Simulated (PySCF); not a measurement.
PySCF input (PW6B95/def2-TZVPD):

```python
from pyscf import gto, scf, dft

mol = gto.M(
    atom='''
    Rb   -0.00000000   -0.00000000   -0.47935972
    F     0.00000000    0.00000000    1.97070106
    ''',
    basis='def2-tzvpd',
    ecp='def2-tzvp',
    charge=-1,
    spin=1,
    symmetry='C2v',
    verbose=4,
)

mf = dft.UKS(mol, xc='pw6b95').density_fit(auxbasis='def2-universal-jkfit')
mf.grids.level = 3
mf.conv_tol = 1e-9
mf.max_cycle = 100
mf.max_memory = 1500
mf.kernel()
if not mf.converged:
    mf = mf.newton()
    mf.kernel(mf.make_rdm1())
mf.analyze()
```

Output:

```
ECP def2-tzvp not found for  F
PySCF version 2.14.0

[INPUT] verbose = 4
[INPUT] num. atoms = 2
[INPUT] num. electrons = 19
[INPUT] charge = -1
[INPUT] spin (= nelec alpha-beta = 2S) = 1
[INPUT] symmetry C2v subgroup None
[INPUT] Mole.unit = angstrom
[INPUT] Symbol           X                Y                Z      unit          X                Y                Z       unit  Magmom
[INPUT]  1 Rb     0.000000000000   0.000000000000  -0.479359720000 AA    0.000000000000   0.000000000000  -0.905858585948 Bohr   0.0
[INPUT]  2 F      0.000000000000   0.000000000000   1.970701060000 AA    0.000000000000   0.000000000000   3.724085276790 Bohr   0.0

nuclear repulsion = 17.4948125509441
point group symmetry = Coov, use subgroup C2v
symmetry origin: [ 0.00000000e+00  0.00000000e+00 -4.10810029e-09]
symmetry axis x: [1. 0. 0.]
symmetry axis y: [0. 1. 0.]
symmetry axis z: [0. 0. 1.]
num. orbitals of irrep A1 = 34
num. orbitals of irrep A2 = 7
num. orbitals of irrep B1 = 16
num. orbitals of irrep B2 = 16
number of shells = 27
number of NR pGTOs = 98
number of NR cGTOs = 73
basis = def2-tzvpd
ecp = def2-tzvp

******** <class 'pyscf.df.df_jk.DFSymAdaptedUKS'> ********
method = DFSymAdaptedUKS
initial guess = minao
damping factor = 0
level_shift factor = 0
DIIS = <class 'pyscf.scf.diis.CDIIS'>
diis_start_cycle = 1
diis_space = 8
diis_damp = 0
SCF conv_tol = 1e-09
SCF conv_tol_grad = None
SCF max_cycles = 100
direct_scf = False
number electrons alpha = 10  beta = 9
XC library pyscf.dft.libxc version 7.1.2
    S. Lehtola, C. Steigemann, M. J. T. Oliveira, and M. A. L. Marques,  SoftwareX 7, 1–5 (2018)
XC functionals = pw6b95
    Y. Zhao and D. G. Truhlar,  J. Phys. Chem. A 109, 5656 (2005)
radial grids:
    Treutler-Ahlrichs [JCP 102, 346 (1995); DOI:10.1063/1.469408] (M4) radial grids

becke partition: Becke, JCP 88, 2547 (1988); DOI:10.1063/1.454033
pruning grids: <function nwchem_prune>
grids dens level: 3
symmetrized grids: C2v
atomic radii adjust function: <function treutler_atomic_radii_adjust>
small_rho_cutoff = 0
Freeze 0 electrons in irreps []
    19 free electrons in irreps A1 A2 B1 B2
Set gradient conv threshold to 3.16228e-05
[...]
beta  HOMO (B1) = -0.114747862209295  LUMO (A1) = 0.0904216791612717
  HOMO = 0.0248107674169  LUMO = 0.0763180406148  gap/eV = 1.40158
Extra cycle  E= -124.142798833864  delta_E= -2.33e-11  |g|= 5.65e-06  |ddm|= 4.23e-05
converged SCF energy = -124.142798833864  <S^2> = 0.75003109  2S+1 = 2.0000311
**** SCF Summaries ****
Total Energy =                        -124.142798833863594
Nuclear Repulsion Energy =              17.494812550944147
One-electron Energy =                 -218.940958460302596
Two-electron Energy =                   77.303347075494855
Two-electron Coulomb Energy =           91.794563768138630
DFT Exchange-Correlation Energy =      -14.491216692643768
HOMO-LUMO gap [eV] =                     1.401584293827552
Wave-function symmetry = A1
alpha occupancy for each irrep:     A1   A2   B1   B2
                                     6    0    2    2
beta  occupancy for each irrep:     A1   A2   B1   B2
                                     5    0    2    2
**** MO energy ****
alpha MO #1 (A1 #1), energy= -24.5219084046926 occ= 1
alpha MO #2 (A1 #2), energy= -1.12910161839886 occ= 1
alpha MO #3 (A1 #3), energy= -0.845676085995272 occ= 1
alpha MO #4 (B1 #1), energy= -0.493802833225733 occ= 1
alpha MO #5 (B2 #1), energy= -0.493802833225732 occ= 1
alpha MO #6 (A1 #4), energy= -0.47990966003853 occ= 1
alpha MO #7 (A1 #5), energy= -0.116131725125186 occ= 1
alpha MO #8 (B1 #2), energy= -0.114963391928806 occ= 1
alpha MO #9 (B2 #2), energy= -0.114963391928807 occ= 1
alpha MO #10 (A1 #6), energy= 0.0248107674168736 occ= 1
alpha MO #11 (B1 #3), energy= 0.0763180406148517 occ= 0
alpha MO #12 (B2 #3), energy= 0.0763180406148433 occ= 0
alpha MO #13 (A1 #7), energy= 0.0858040826540393 occ= 0
alpha MO #14 (A2 #1), energy= 0.0904097125989655 occ= 0
alpha MO #15 (A1 #8), energy= 0.090409754194506 occ= 0
alpha MO #16 (B1 #4), energy= 0.101115769466656 occ= 0
alpha MO #17 (B2 #4), energy= 0.101115769466647 occ= 0
alpha MO #18 (A1 #9), energy= 0.108835844921027 occ= 0
alpha MO #19 (A1 #10), energy= 0.123864472555993 occ= 0
alpha MO #20 (B1 #5), energy= 0.161481749856756 occ= 0
alpha MO #21 (B2 #5), energy= 0.161481749856749 occ= 0
alpha MO #22 (A1 #11), energy= 0.16785179866763 occ= 0
alpha MO #23 (A2 #2), energy= 0.180040672527695 occ= 0
alpha MO #24 (A1 #12), energy= 0.180042705859175 occ= 0
alpha MO #25 (B1 #6), energy= 0.210897731882136 occ= 0
alpha MO #26 (B2 #6), energy= 0.210897731882125 occ= 0
alpha MO #27 (A1 #13), energy= 0.222618666032552 occ= 0
alpha MO #28 (A1 #14), energy= 0.304172160610264 occ= 0
alpha MO #29 (B1 #7), energy= 0.308654717044552 occ= 0
alpha MO #30 (B2 #7), energy= 0.308654717044557 occ= 0
alpha MO #31 (A1 #15), energy= 0.471720467027829 occ= 0
alpha MO #32 (B1 #8), energy= 0.479021493653169 occ= 0
alpha MO #33 (B2 #8), energy= 0.479021493653168 occ= 0
alpha MO #34 (A2 #3), energy= 0.483295197377019 occ= 0
alpha MO #35 (A1 #16), energy= 0.483295897789569 occ= 0
alpha MO #36 (A1 #17), energy= 0.543123122107552 occ= 0
alpha MO #37 (B1 #9), energy= 0.679660479293188 occ= 0
alpha MO #38 (B2 #9), energy= 0.67966047929318 occ= 0
alpha MO #39 (A1 #18), energy= 0.689442063816224 occ= 0
alpha MO #40 (A2 #4), energy= 0.705442731060725 occ= 0
alpha MO #41 (A1 #19), energy= 0.705443094612186 occ= 0
alpha MO #42 (A1 #20), energy= 0.797670025149685 occ= 0
alpha MO #43 (B1 #10), energy= 0.842753294596573 occ= 0
alpha MO #44 (B2 #10), energy= 0.842753294596576 occ= 0
alpha MO #45 (A1 #21), energy= 0.936022922226918 occ= 0
alpha MO #46 (B1 #11), energy= 0.994232990049449 occ= 0
alpha MO #47 (B2 #11), energy= 0.994232990049457 occ= 0
alpha MO #48 (A1 #22), energy= 1.34766859392212 occ= 0
alpha MO #49 (A1 #23), energy= 1.41439435684266 occ= 0
alpha MO #50 (A1 #24), energy= 2.54949813045162 occ= 0
alpha MO #51 (A2 #5), energy= 2.54952886711374 occ= 0
alpha MO #52 (B1 #12), energy= 2.582468968098 occ= 0
alpha MO #53 (B2 #12), energy= 2.582468968098 occ= 0
alpha MO #54 (A1 #25), energy= 2.60465577343961 occ= 0
alpha MO #55 (B1 #13), energy= 3.63674498775236 occ= 0
alpha MO #56 (B2 #13), energy= 3.63674498775236 occ= 0
alpha MO #57 (A1 #26), energy= 3.75372810738419 occ= 0
alpha MO #58 (A1 #27), energy= 4.40954069418002 occ= 0
alpha MO #59 (A1 #28), energy= 7.20453359780034 occ= 0
alpha MO #60 (A2 #6), energy= 7.2058888756573 occ= 0
alpha MO #61 (B1 #14), energy= 7.20617118904804 occ= 0
alpha MO #62 (B2 #14), energy= 7.20617118904804 occ= 0
alpha MO #63 (B1 #15), energy= 7.20871096130309 occ= 0
alpha MO #64 (B2 #15), energy= 7.20871096130309 occ= 0
alpha MO #65 (A1 #29), energy= 7.21941885003431 occ= 0
alpha MO #66 (A1 #30), energy= 8.76491164921692 occ= 0
alpha MO #67 (A2 #7), energy= 8.76504119886721 occ= 0
alpha MO #68 (B1 #16), energy= 8.78891113840361 occ= 0
alpha MO #69 (B2 #16), energy= 8.78891113840361 occ= 0
alpha MO #70 (A1 #31), energy= 8.8067079629301 occ= 0
alpha MO #71 (A1 #32), energy= 13.1393455092576 occ= 0
alpha MO #72 (A1 #33), energy= 39.2518189820947 occ= 0
alpha MO #73 (A1 #34), energy= 57.3400788554253 occ= 0
beta  MO #1 (A1 #1), energy= -24.5217552491625 occ= 1
beta  MO #2 (A1 #2), energy= -1.1280461508129 occ= 1
beta  MO #3 (A1 #3), energy= -0.845288041079115 occ= 1
beta  MO #4 (B1 #1), energy= -0.492939187024097 occ= 1
beta  MO #5 (B2 #1), energy= -0.492939187024096 occ= 1
beta  MO #6 (A1 #4), energy= -0.478827457038228 occ= 1
beta  MO #7 (A1 #5), energy= -0.115322647867472 occ= 1
beta  MO #8 (B1 #2), energy= -0.114747862209295 occ= 1
beta  MO #9 (B2 #2), energy= -0.114747862209295 occ= 1
beta  MO #10 (A1 #6), energy= 0.0904216791612717 occ= 0
beta  MO #11 (A2 #1), energy= 0.115942277947333 occ= 0
beta  MO #12 (A1 #7), energy= 0.115955006718482 occ= 0
beta  MO #13 (B1 #3), energy= 0.117340937677261 occ= 0
beta  MO #14 (B2 #3), energy= 0.117340937677272 occ= 0
beta  MO #15 (A1 #8), energy= 0.118814384528417 occ= 0
beta  MO #16 (B1 #4), energy= 0.119984219322163 occ= 0
beta  MO #17 (B2 #4), energy= 0.119984219322167 occ= 0
beta  MO #18 (A1 #9), energy= 0.122957654210019 occ= 0
beta  MO #19 (A1 #10), energy= 0.150488451164709 occ= 0
beta  MO #20 (B1 #5), energy= 0.192297430078489 occ= 0
beta  MO #21 (B2 #5), energy= 0.192297430078491 occ= 0
beta  MO #22 (A1 #11), energy= 0.198719183712531 occ= 0
beta  MO #23 (A1 #12), energy= 0.201161261458636 occ= 0
beta  MO #24 (A2 #2), energy= 0.20117861272215 occ= 0
beta  MO #25 (B1 #6), energy= 0.224382085783612 occ= 0
beta  MO #26 (B2 #6), energy= 0.224382085783613 occ= 0
beta  MO #27 (A1 #13), energy= 0.237484725703888 occ= 0
beta  MO #28 (A1 #14), energy= 0.313481084451986 occ= 0
beta  MO #29 (B1 #7), energy= 0.316291700802462 occ= 0
[...]
```
